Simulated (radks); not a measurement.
The numbers below are computed, except where a source is named.
The boron ion B+, configuration [He] 2s1 6f1 (not the ground configuration). Code: a radial shooting solver on a logarithmic mesh with Libxc functionals. Model: non-relativistic Kohn-Sham, PBE, spin-polarised, spherical densities, point nucleus; open shells are filled with parallel spins first.

Normalised radial functions P(r) = r R(r), r in bohr:

```
   r/bohr * 1s up, o 6f up (the largest magnitude, 1.57, reaches the edge; | marks zero, & curves that meet)
  0.02007                             o      *
  0.02318                             o      *
  0.02655                             o       *
  0.03067                             o        *
  0.03513                             o          *
  0.04058                             o           *
  0.04649                             o            *
  0.05369                             o              *
  0.06151                             o               *
  0.07104                             o                 *
  0.08138                             o                   *
  0.09399                             o                    *
   0.1077                             o                      *
   0.1244                             o                       *
   0.1425                             o                        *
   0.1645                             o                         *
   0.1885                             o                          *
   0.2177                             o                          *
   0.2494                             o                          *
   0.2881                             o                         *
     0.33                             o                       *
   0.3811                             o                     *
   0.4367                             o                   *
   0.5043                             o                *
   0.5778                             o             *
   0.6673                             o          *
   0.7645                             o       *
   0.8829                             o     *
    1.011                             o   *
    1.168                             o *
    1.338                             o*
    1.546                             o*
    1.771                             &
    2.045                             *o
    2.343                             *o
    2.706                             *o
      3.1                             * o
     3.58                             * o
    4.102                             *  o
    4.737                             *  o
    5.427                             *  o
    6.268                             * o
    7.181                             * o
    8.293                             &
    9.501                            o*
    10.97                          o  *
    12.57                          o  *
    14.52                           o *
    16.63                            o*
    19.21                             * o
    22.01                             *   o
    25.42                             *    o
    29.12                             *   o
    33.63                             * o
    38.53                             *o
     44.5                             &
    50.98                             &
    58.88                             &
    67.45                             &
```

1s up: eigenvalue -209.66 eV, 0 radial nodes, <r> = 0.328 bohr, 90 % of the charge inside 0.590 bohr. 6f up: eigenvalue -1.373 eV, 2 radial nodes at r = 8.45, 17.4 bohr, <r> = 22.3 bohr, 90 % of the charge inside 30.6 bohr.
